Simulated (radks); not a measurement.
Question: The ytterbium ion Yb3+, 67 electrons, occupied as [Xe] 4f13. All-electron calculation, scalar-relativistic Kohn-Sham, exchange-only LDA, spin-polarised, spherical densities, point nucleus; open shells are filled with parallel spins first (spin-orbit coupling, left out, can overturn this in heavy ions). Program: a radial shooting solver on a logarithmic mesh with Libxc functionals. Some entries of the table are withheld. Estimate them.

orbital,occ.,eigenvalue (eV),<r> (bohr),<1/r> (bohr^-1)
1s down,1,-61222.35,0.01967,80.60
1s up,1,-61222.35,0.01967,80.60
2s up,1,-10400.05,0.08338,18.79
2s down,1,-10400.02,0.08338,18.79
2p up,3,-9172.945,0.07417,17.25
2p down,3,-9172.927,0.07417,17.25
3s up,1,-2369.170,0.2170,6.938
3s down,1,-2368.659,0.2169,6.939
3p up,3,-1999.346,0.2164,6.460
3p down,3,-1998.835,0.2164,6.461
3d up,5,-1548.222,0.1962,6.120
3d down,5,-1547.825,0.1962,6.121
4s up,1,-491.9360,0.4878,2.939
4s down,1,-490.9235,0.4879,2.939
4p up,3,-370.3777,0.5180,2.682
4p down,3,-369.3842,0.5181,2.681
4d up,5,-210.3816,(1),2.373
4d down,5,-209.4132,(2),2.372
5s up,1,-84.5876,1.186,1.121
5s down,1,-84.1237,1.188,1.118
5p up,3,-55.9102,1.392,0.9375
5p down,3,-55.5713,1.396,0.9343
4f up,7,-34.9560,0.7316,(3)
4f down,6,-34.0903,0.7363,(4)

Answer: 
(1) 4d up <r> (bohr): 0.5589
(2) 4d down <r> (bohr): 0.5591
(3) 4f up <1/r> (bohr^-1): 1.793
(4) 4f down <1/r> (bohr^-1): 1.787
